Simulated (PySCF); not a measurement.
Cl⁺: ionisation energy

Cl⁺ [Ne] 3s2 3p4 (3P) → Cl²⁺ [Ne] 3s2 3p3 (4S), as a difference of total energies. Calculation: PySCF 2.14, in x2c-TZVPall (5s5p2d1f, 37 functions); scalar relativity by spin-free X2C-1e. Correlated levels: valence: [Ne] frozen. The calculations carry no spin-orbit coupling.

```
           method  ionisation energy (eV)
              UHF                  22.572
             TPSS                  23.897
           M06-2X                  23.811
    MP2 (valence)                  23.327
SCS-MP2 (valence)                  23.405
   CCSD (valence)                  23.436
CCSD(T) (valence)                  23.465
```

Errors of the correlated levels include the incompleteness of this basis and the frozen core.

**Question.** Which method comes closest to the reference value, and which is furthest?

**Answer.** The reference is 23.771 eV (measured; NIST levels, between the centres of gravity of the two terms). Closest: M06-2X (error 0.040 eV); furthest: UHF (error -1.199 eV).
